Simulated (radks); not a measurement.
Question: The table gives one normalised radial function P(r) = r R(r) (large component) of F6+ in [He] 2s1 (r in bohr). All-electron calculation, Dirac Kohn-Sham, PBE, spin-unpolarised, spherical densities, finite nucleus; Fermi nuclear charge, rms radius 2.8976 fm. Program: a radial shooting solver on a logarithmic mesh with Libxc functionals.

r	P
0.008237	0.3998
0.009067	0.4367
0.009981	0.4767
0.01107	0.5236
0.01219	0.5705
0.01342	0.6209
0.01477	0.6751
0.01626	0.7330
0.01804	0.8002
0.01986	0.8664
0.02186	0.9365
0.02406	1.0105
0.0267	1.0947
0.02939	1.1761
0.03235	1.2604
0.03561	1.3472
0.0392	1.4358
0.04349	1.5328
0.04788	1.6221
0.0527	1.7101
0.05801	1.7951
0.06437	1.8821
0.07085	1.9555
0.07799	2.0204
0.08585	2.0745
0.0945	2.1156
0.1049	2.1429
0.1154	2.1499
0.1271	2.1376
0.1399	2.1044
0.1552	2.0438
0.1708	1.9649
0.188	1.8644
0.207	1.7439
0.2278	1.6057
0.2528	1.4399
0.2783	1.2767
0.3063	1.1086
0.3372	0.9408
0.3741	0.7654
0.4118	0.6145
0.4533	0.4784
0.499	0.3603
0.5493	0.2617
0.6095	0.1768
0.6709	0.1176
0.7385	0.0744
0.8129	0.0445
0.902	0.0239
0.9929	0.0125
1.093	0.0061
1.203	0.0028
1.324	0.0011
1.469	0.0004
1.617	0.0001
1.78	0.0000
1.96	0.0000
2.175	0.0000
2.394	0.0000
2.635	0.0000

Which n and l does it have? It may be an empty orbital.

Answer: n = 1, l = 0: the number of nodes gives n - l - 1 = 0, the rise at small r points to l (this Dirac orbital starts outside the nucleus as r^gamma with gamma = sqrt((l + 1)^2 - (Z/c)^2) = 1.00; the j = 1/2 orbital of l + 1 starts with the same power, but with a smaller coefficient, and then steepens), and the extent must fit the shell. The curve is that of 1s1/2. 1s1/2: eigenvalue -857.87 eV, 0 radial nodes, <r> = 0.175 bohr, 90 % of the charge inside 0.313 bohr.
